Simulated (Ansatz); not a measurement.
Input for Ansatz (a quantum-chemistry and plane-wave program): R-PBE/def2-TZVPPD on CH3FN2 (a complex), monomers drawn apart or pushed together. Files ending in .json are basis or fitting sets from the Basis Set Exchange.

Ansatz 0.2 input:
```yaml
crystal:
  periodic: [false, false, false]
  atoms:
    - {symbol: N, position_ang: [-0.43196087, 0.02126841, -0.04456278]}
    - {symbol: N, position_ang: [0.49950556, 0.05338491, -0.61087476]}
    - {symbol: C, position_ang: [-0.22267647, -1.00504758, 5.88626058]}
    - {symbol: F, position_ang: [0.99451283, -0.97869739, 5.21382364]}
    - {symbol: H, position_ang: [-1.02238312, -0.82087531, 5.16845165]}
    - {symbol: H, position_ang: [-0.34726355, -1.98602324, 6.34646475]}
    - {symbol: H, position_ang: [-0.21658244, -0.22829716, 6.65192828]}
basis:
  gaussian:
    orbitals: def2-TZVPPD.json
hamiltonian:
  xc: {name: PBE}
scf: {lower_state_search: off}
```

The head of its log:

```
WARN ansatz: RAYON_NUM_THREADS=1 ignored (pool sized by the plan → 1); use --threads N
Functional definition: PBE
these checks for a lower state are left out or cut short: stability, starts, cluster_reference, orbital_swaps, neighbouring_geometries, increment
integrals: 0.07 GiB planned
906 factors; their error is unknown
mean field: 0.60 GiB planned
mean field evaluation 1: about -6772.7235 eV, gradient 5.2e1 eV
mean field evaluation 2: about -6769.8474 eV, gradient 6.1e1 eV
```

### Question
Predict the final total energy.

### Answer
-249.1021 hartree.
